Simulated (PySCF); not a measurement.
# Computed properties of B(F)(SH)2 (BFH2S2), SMILES FB(S)S

B(F)(SH)2 (BFH2S2), SMILES FB(S)S. Coordinates come from a ωB97X-D3(BJ)/def2-SVP optimisation. The values are those of a single conformer. All values are computed for the isolated molecule unless a solvent is named; none is compared with measurement here.

**Structure.** The optimised structure has C2v symmetry. All 12 harmonic modes at ωB97X-D3(BJ)/def2-SVP (PySCF) are real, so it is a minimum. With heavy atoms numbered as in [B:1]([F:2])([SH:3])[SH:5], the shortest bond between them is B1–F2 at 1.332 Å and the longest B1–S5 at 1.809 Å.

**Vibrations.** The strongest infrared lines (harmonic, unscaled, degenerate partners summed) lie at 1076 cm⁻¹ (324 km/mol, B 76 %, S 13 %, H 10 %), 1323 cm⁻¹ (249 km/mol, B 70 %, F 27 %), 868 cm⁻¹ (59 km/mol, H 87 %, F 9 %). The softest mode is at 254 cm⁻¹ and the zero-point energy is 17.0 kcal/mol.

**Electronic structure.** M06-2X/def2-TZVPD (PySCF) places the frontier levels at -8.96 and -0.43 eV, a gap of 8.53 eV, and gives a dipole moment of 2.18 D and a mean polarisability of 56.6 bohr³.

**Excitations.** TDDFT-M06-2X/def2-SVPD (PySCF) has S1 at 5.76 eV (215 nm, f = 0.000, dark); the most intense of the 10 singlets computed lies at 6.34 eV (f = 0.20). T1 (TDA) is at 5.51 eV. No vertical singlet excitation falls in the visible range (under 3.1 eV).

**NMR.** GIAO shifts at B3LYP/pcSseg-2 (PySCF) (non-relativistic, atoms alike by connectivity averaged): ¹H at 2.1 ppm against TMS; ¹⁹F at -68.6 ppm against CFCl3; ¹¹B at 43.0 ppm against BF3.
